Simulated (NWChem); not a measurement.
Species: C2H7ClSi; SMILES [SiH3]CCCl

```xyz
11

Si     0.4751     1.6772     0.0469
C     -1.0186     0.5688    -0.3341
C     -1.0081    -0.7950     0.3263
Cl     0.4819    -1.7178    -0.0609
H      0.1168     3.0852    -0.3104
H      0.7875     1.6220     1.5089
H      1.6840     1.2876    -0.7338
H     -1.0983     0.4610    -1.4291
H     -1.9275     1.1049    -0.0074
H     -1.0453    -0.7142     1.4221
H     -1.8510    -1.4199    -0.0015
```
Atoms are numbered in this order, from 1.

Level: PBE0/def2-SVP (NWChem), optimised geometry, unscaled harmonic frequencies. 

Question: List the harmonic frequencies with IR intensities, and the thermochemistry.

Answer: 
| frequency (cm⁻¹) | IR intensity (km/mol) |
|---|---|
| 90 | 1.5 |
| 161 | 0.6 |
| 203 | 0.4 |
| 359 | 6.4 |
| 518 | 8.3 |
| 603 | 14.9 |
| 680 | 7.2 |
| 705 | 24.8 |
| 834 | 67.9 |
| 922 | 201.0 |
| 935 | 14.4 |
| 942 | 46.6 |
| 954 | 40.3 |
| 1036 | 9.6 |
| 1126 | 4.8 |
| 1192 | 16.3 |
| 1288 | 4.7 |
| 1314 | 22.6 |
| 1415 | 10.5 |
| 1469 | 2.2 |
| 2227 | 83.7 |
| 2229 | 121.1 |
| 2256 | 80.1 |
| 3061 | 5.0 |
| 3098 | 17.1 |
| 3123 | 3.9 |
| 3167 | 5.0 |

| Item | Result |
|---|---|
| zero-point energy | 51.3 kcal/mol |
| thermal correction to the enthalpy at 298.15 K (with zero-point energy) | 55.7 kcal/mol |
| heat capacity Cv | 20.8 cal/(mol K) |
| entropy at 298.15 K and 1 atm (symmetry number 1) | 78.1 cal/(mol K) |
| dipole moment | 2.02 D |

Rigid rotor and harmonic oscillator; modes under 100 cm⁻¹ make the entropy uncertain.
